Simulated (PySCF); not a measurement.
triaminosilyl (H6N3Si), SMILES N[Si](N)N, multiplicity 2.

Geometry: B3LYP-D3(BJ)/def2-SVP. Other conformers were not sampled.

Two levels are set side by side: PBE/def2-TZVP (PySCF) and CAM-B3LYP/def2-TZVP (PySCF). Same geometry, gas phase. Differences are taken from unrounded values.

| quantity | CAM-B3LYP | PBE | PBE minus CAM-B3LYP |
|---|---|---|---|
| α-spin orbital gap (eV) | 8.02 | 3.92 | -4.10 |
| β-spin orbital gap (eV) | 8.37 | 3.85 | -4.51 |
| dipole moment (D) | 0.75 | 0.40 | -0.34 |
| mean polarisability (bohr³) | 53.2 | 57.8 | 4.7 |

PBE's more diffuse valence density responds more strongly to a field. Differences between two approximate levels are no errors against the true value.

Rough cost on one machine, each run with all the roots and properties that it gave: CAM-B3LYP against PBE within a factor of 2.
